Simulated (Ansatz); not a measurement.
Q: Name a neutral molecule of C, S, Si and H with size of the dipole moment (ωB97M-V/def2-TZVPP) between 1.25 and 1.55 D and size of the dipole moment (PBE/def2-TZVPP) between 1.00 and 1.30 D (Ansatz, PBE0-D4/def2-TZVP geometry).

A: `C1=CS[SiH2]1` (1.37 D, 1.23 D); `C1[SiH2]CS1` (1.29 D, 1.17 D); `C1CSC[SiH2]1` (1.29 D, 1.22 D); `CS[SiH2][SiH3]` (1.29 D, 1.30 D); `C[SiH2][SiH2]S` (1.26 D, 1.22 D); `[SiH3][SiH]1C=CS1` (1.34 D, 1.19 D). Other molecules can fit too; these were computed, each in one conformer that needn't be the lowest.
